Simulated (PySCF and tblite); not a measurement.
Values are calculated unless marked as measured or tabulated.
C₈H₁₀O₂S, numbered as in [CH3:1][S:2](=[O:3])(=[O:4])[CH2:5][c:6]1[cH:7][cH:8][cH:9][cH:10][cH:11]1. Search: ETKDG and KDG, MMFF94s, GFN2-xTB, 90 starts; geometries at GFN2-xTB. Free energies are PBE0-D3(BJ)/pcSseg-1 (IEF-PCM, chloroform) single points with GFN2-xTB rigid-rotor and vibrational terms (modes under about 100 cm⁻¹ blended into free rotors). Symmetry numbers and mirror images are counted. Conformers within 3 kcal/mol (GFN2-xTB free energy) were kept, 10 at most. GIAO shieldings: PBE0/pcSseg-1 (IEF-PCM, chloroform). Shifts are against TMS (¹H), TMS (¹³C) at the same level. Codes: tblite and PySCF.

Torsions listed: O3–S2–C5–C6, S2–C5–C6–C7. Of a mirror pair one member is shown.

```json
{"conformer": "1", "shape": "65°, -70°", "point group": "C1", "mirror pair": "yes", "ΔE(DFT)": "0.00", "Δ(G−E) at 400 K": "0.00", "δ H1 (ppm)": "2.17"}
{"conformer": "2", "shape": "-65°, -88°", "point group": "Cs", "mirror pair": "no", "ΔE(DFT)": "1.03", "Δ(G−E) at 400 K": "-0.37", "δ H1 (ppm)": "2.93"}
```

Energies in kcal/mol; the thermal term leaves out symmetry numbers and mirror images.

Task: Work out the weights at 400 K and the ¹H shift of H1 under fast exchange.

Result: RT = 0.795 kcal/mol. Each conformer gets RT ln(σ/g), with σ the rotational symmetry number and g = 2 for a mirror pair: 1: σ = 1, g = 2, G = 0.00 + 0.00 − 0.55 = -0.55, 0.00 above the lowest, exp(−ΔG/RT) = 1.000; 2: σ = 1, g = 1, G = 1.03 − 0.37 + 0.00 = 0.66, 1.21 above the lowest, exp(−ΔG/RT) = 0.218. The sum is 1.218, so the weights are 82.1, 17.9 %. The averaged shift is 2.31 ppm. At 298.15 K it is 2.27 ppm. At 298.15 K the leading conformer alone gives 2.17 ppm and bare DFT energies give 2.28 ppm.


Conformer gaps in pcSseg-1 on xTB geometries can be 2 kcal/mol off for S=O, P=O and other polar bonds.